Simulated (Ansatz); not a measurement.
Ansatz (a quantum-chemistry and plane-wave program) input for (Z)-2,3-difluorobut-2-ene (C₄H₆F₂), SMILES C/C(F)=C(\C)F, PBE-D3(BJ)/def2-SVP. 

Ansatz 0.2 input:
```yaml
crystal:
  periodic: [false, false, false]
  atoms:
    - {symbol: C, position_ang: [1.60208294, -0.00000000, -1.13439321]}
    - {symbol: C, position_ang: [0.66993252, -0.00000000, 0.02685757]}
    - {symbol: F, position_ang: [1.30961617, 0.00000000, 1.21466112]}
    - {symbol: C, position_ang: [-0.66993252, -0.00000000, 0.02685758]}
    - {symbol: C, position_ang: [-1.60208295, 0.00000000, -1.13439320]}
    - {symbol: F, position_ang: [-1.30961616, -0.00000000, 1.21466112]}
    - {symbol: H, position_ang: [2.25611506, 0.88751725, -1.09642087]}
    - {symbol: H, position_ang: [1.07101034, -0.00000000, -2.09389455]}
    - {symbol: H, position_ang: [2.25611506, -0.88751725, -1.09642088]}
    - {symbol: H, position_ang: [-2.25611507, -0.88751725, -1.09642087]}
    - {symbol: H, position_ang: [-2.25611506, 0.88751726, -1.09642086]}
    - {symbol: H, position_ang: [-1.07101034, -0.00000000, -2.09389455]}
basis:
  gaussian:
    orbitals: def2-SVP
hamiltonian:
  xc: pbe
  dispersion: d3bj
relax: {f_tol: 0.002, max_steps: 200}
```

It prints:

```
WARN ansatz: RAYON_NUM_THREADS=1 ignored (pool sized by the plan → 1); use --threads N
Functional definition: PBE
integrals: 0.05 GiB planned
1276 factors; their error is unknown
mean field: 0.33 GiB planned
mean field evaluation 1: about -9651.6308 eV, gradient 6.1e1 eV
mean field evaluation 2: about -9644.4831 eV, gradient 7.8e1 eV
mean field evaluation 4: about -9660.8692 eV, gradient 5.6e0 eV
mean field evaluation 8: about -9660.8381 eV, gradient 3.3e-1 eV
mean field evaluation 16: about -9660.8383 eV, gradient 9.1e-6 eV
mean field -9660.83833746 eV, -355.0292605502 hartree, gradient 6.4e-6 eV, S^2 0.000000; 0 other end points of the search recorded, 0 dependent functions left out
the calculation of the forces begins
reference -9660.83836474 eV, -355.0292615528 hartree; 24, 24 occupied and 90, 90 virtual orbitals, 1276 factors
relax step   1: F+E_penalty+E_count = -9661.05687133 eV  Δ(F+E_penalty+E_count) = +0.000e0 eV  max|allowed force component| = 5.615e-1 eV/Å  Δτ_max = 0.0000 Å  (30 SCF iters, accepted)
these checks for a lower state are left out or cut short: starts, cluster_reference, orbital_swaps, neighbouring_geometries, increment
integrals: 0.05 GiB planned
1276 factors; their error is unknown
mean field: 0.33 GiB planned
mean field -9660.85033401 eV, -355.0297014153 hartree, gradient 2.7e-5 eV, S^2 0.000000; 0 other end points of the search recorded, 0 dependent functions left out
the calculation of the forces begins
reference -9660.85036132 eV, -355.0297024189 hartree; 24, 24 occupied and 90, 90 virtual orbitals, 1276 factors
relax step   2: F+E_penalty+E_count = -9661.06826033 eV  Δ(F+E_penalty+E_count) = -1.139e-2 eV  max|allowed force component| = 1.325e-1 eV/Å  Δτ_max = 0.0088 Å  (32 SCF iters, accepted)
these checks for a lower state are left out or cut short: starts, cluster_reference, orbital_swaps, neighbouring_geometries, increment
integrals: 0.05 GiB planned
1276 factors; their error is unknown
mean field: 0.33 GiB planned
mean field evaluation 32: about -9660.8516 eV, gradient 2.7e-5 eV
mean field -9660.85160536 eV, -355.0297481367 hartree, gradient 2.7e-5 eV, S^2 0.000000; 0 other end points of the search recorded, 0 dependent functions left out
the calculation of the forces begins
reference -9660.85163267 eV, -355.0297491400 hartree; 24, 24 occupied and 90, 90 virtual orbitals, 1276 factors
relax step   3: F+E_penalty+E_count = -9661.06935447 eV  Δ(F+E_penalty+E_count) = -1.094e-3 eV  max|allowed force component| = 1.660e-2 eV/Å  Δτ_max = 0.0040 Å  (32 SCF iters, accepted)
these checks for a lower state are left out or cut short: starts, cluster_reference, orbital_swaps, neighbouring_geometries, increment
integrals: 0.05 GiB planned
1276 factors; their error is unknown
mean field: 0.33 GiB planned
mean field -9660.85161833 eV, -355.0297486133 hartree, gradient 1.5e-5 eV, S^2 0.000000; 0 other end points of the search recorded, 0 dependent functions left out
the calculation of the forces begins
reference -9660.85164563 eV, -355.0297496166 hartree; 24, 24 occupied and 90, 90 virtual orbitals, 1276 factors
relax step   4: F+E_penalty+E_count = -9661.06936538 eV  Δ(F+E_penalty+E_count) = -1.091e-5 eV  max|allowed force component| = 4.509e-3 eV/Å  Δτ_max = 0.0004 Å  (23 SCF iters, accepted)
these checks for a lower state are left out or cut short: starts, cluster_reference, orbital_swaps, neighbouring_geometries, increment
integrals: 0.05 GiB planned
1276 factors; their error is unknown
mean field: 0.33 GiB planned
mean field -9660.85162430 eV, -355.0297488325 hartree, gradient 6.5e-5 eV, S^2 0.000000; 0 other end points of the search recorded, 0 dependent functions left out
the calculation of the forces begins
reference -9660.85165160 eV, -355.0297498358 hartree; 24, 24 occupied and 90, 90 virtual orbitals, 1276 factors
relax step   5: F+E_penalty+E_count = -9661.06936763 eV  Δ(F+E_penalty+E_count) = -2.254e-6 eV  max|allowed force component| = 1.330e-3 eV/Å  Δτ_max = 0.0006 Å  (20 SCF iters, accepted)
integrals: 0.05 GiB planned
1276 factors; their error is unknown
mean field: 0.33 GiB planned
mean field evaluation 64: about -9660.8516 eV, gradient 7.7e-6 eV
mean field -9660.85162430 eV, -355.0297488325 hartree, gradient 6.5e-5 eV, S^2 0.000000; 1 other end points of the search recorded, 0 dependent functions left out
the calculation of the forces begins
reference -9660.85165160 eV, -355.0297498358 hartree; 24, 24 occupied and 90, 90 virtual orbitals, 1276 factors
Total energy: -9661.06939493 eV, -355.0377517556 hartree
Atom 0 at     1.605879    -0.000000    -1.133784 Å, force     0.000574     0.000000     0.000174 eV/Å
Atom 1 at     0.676130     0.000000     0.030511 Å, force    -0.000567    -0.000000    -0.001330 eV/Å
Atom 2 at     1.316273     0.000000     1.225148 Å, force     0.000772     0.000000     0.000596 eV/Å
Atom 3 at    -0.676130     0.000000     0.030511 Å, force     0.000567     0.000000    -0.001330 eV/Å
Atom 4 at    -1.605879     0.000000    -1.133784 Å, force    -0.000574     0.000000     0.000174 eV/Å
Atom 5 at    -1.316273    -0.000000     1.225148 Å, force    -0.000772    -0.000000     0.000596 eV/Å
Atom 6 at     2.266257     0.892749    -1.101325 Å, force    -0.000124     0.000038     0.000242 eV/Å
Atom 7 at     1.068836    -0.000000    -2.098835 Å, force    -0.000380    -0.000000     0.000074 eV/Å
Atom 8 at     2.266257    -0.892749    -1.101325 Å, force    -0.000124    -0.000038     0.000242 eV/Å
Atom 9 at    -2.266257    -0.892749    -1.101325 Å, force     0.000124    -0.000038     0.000242 eV/Å
Atom 10 at    -2.266257     0.892749    -1.101325 Å, force     0.000124     0.000038     0.000242 eV/Å
Atom 11 at    -1.068836     0.000000    -2.098835 Å, force     0.000380    -0.000000     0.000074 eV/Å
Dipole moment:    -0.000000     0.000000    -0.555555 e Å
```

The run converged.

Cost: very roughly 23 core-seconds.
